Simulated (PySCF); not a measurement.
Delta-SCF ions had no search for a lower state. Excitations are Tamm–Dancoff values on a coarser integration grid. The basis has no diffuse functions, so Rydberg states are missing or too high.

Cartesian coordinates (Å):
SMILES: [Ge]([O]C)([I])([I])[O]C
```xyz
13

C     -2.2652     0.6182     0.0714
O     -0.8651     0.6608     0.1893
Ge     0.0977    -0.7673     0.5473
I     -0.4530    -1.6944     2.7926
I     -0.2730    -2.4643    -1.2733
O      1.7661    -0.2398     0.5912
C      2.3537     0.3773    -0.5340
H     -2.5925    -0.0583    -0.7385
H     -2.7486     0.2989     1.0121
H     -2.6122     1.6346    -0.1665
H      2.3736    -0.2971    -1.4090
H      3.3913     0.6265    -0.2677
H      1.8272     1.3049    -0.8147
```
Charge 0, spin multiplicity 1.

Task: What is the computed total energy, LUMO, S1 excitation (TDA), T1 excitation (TDA), HOMO, S1 oscillator strength, vertical ionisation energy (Delta-SCF) and S1–T1 gap (TDA) (M06-2X/def2-TZVP // PBE0-D3(BJ)/def2-SVP (PySCF 2.14.0))?

Result: 
The total energy is -2902.6695 Ha. The LUMO comes out as -1.14 eV and the S1 excitation (TDA) is 4.90 eV. The T1 excitation (TDA) is 4.45 eV, the HOMO comes out as -8.91 eV and the S1 oscillator strength is 0.032. The vertical ionisation energy (Delta-SCF) is 9.82 eV and the S1–T1 gap (TDA) is 0.45 eV.
